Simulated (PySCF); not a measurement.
CH₈FNOSi₂, SMILES CO[SiH2][Si@@H](N)F.

The structure is a stationary point at PBE-D3(BJ)/def2-SVP. The structure was generated by enumeration; whether it is a known compound was not checked. One conformer was computed; it need not be the lowest.

Computed with PySCF with PBE-D3(BJ)/def2-SVP.

Frequencies are harmonic and unscaled.

Computed normal modes with their intensities:
```tsv
mode	ν (cm⁻¹)	IR (km/mol)	moving atoms (share of kinetic energy)
1	41	0.6	Si 29 %, H 28 %, N 20 %, C 11 %
2	63	1.9	F 25 %, C 23 %, H 20 %, O 16 %, N 8 %
3	76	1.3	O 32 %, H 29 %, C 16 %, Si 9 %, F 8 %
4	118	0.9	H 85 %, O 11 %
5	166	7.7	Si 32 %, F 27 %, H 16 %, O 13 %, C 8 %
6	182	1.1	N 29 %, H 27 %, Si 22 %, F 11 %
7	237	7.6	O 26 %, H 24 %, C 22 %, Si 21 %
8	278	22.2	H 38 %, F 25 %, Si 22 %, N 12 %
9	321	19.0	H 75 %, Si 10 %, N 8 %
10	407	173.5	H 66 %, N 29 %
11	442	7.4	Si 56 %, H 34 %
12	493	26.1	H 63 %, Si 34 %
13	662	66.1	H 90 %
14	696	22.1	H 89 %
15	740	21.6	O 42 %, Si 29 %, H 16 %, C 13 %
16	783	210.9	F 33 %, Si 25 %, H 24 %, N 18 %
17	812	259.0	H 80 %, Si 10 %
18	847	53.6	H 67 %, N 21 %, Si 12 %
19	881	62.5	H 56 %, Si 26 %, F 10 %
20	903	48.3	H 41 %, Si 35 %, N 14 %, F 10 %
21	926	145.9	H 86 %, Si 10 %
22	1111	209.6	O 42 %, C 36 %, H 20 %
23	1133	0.9	H 76 %, C 19 %
24	1165	68.1	H 57 %, C 23 %, O 20 %
25	1420	1.9	H 96 %
26	1421	5.0	H 97 %
27	1423	16.3	H 88 %, C 10 %
28	1494	40.5	H 89 %, N 11 %
29	2096	112.7	H 97 %
30	2112	107.7	H 97 %
31	2181	127.6	H 97 %
32	2908	81.3	H 97 %
33	2975	41.4	H 90 %, C 10 %
34	3038	27.7	H 91 %, C 9 %
35	3491	27.0	H 96 %
36	3587	30.6	H 91 %, N 9 %
```
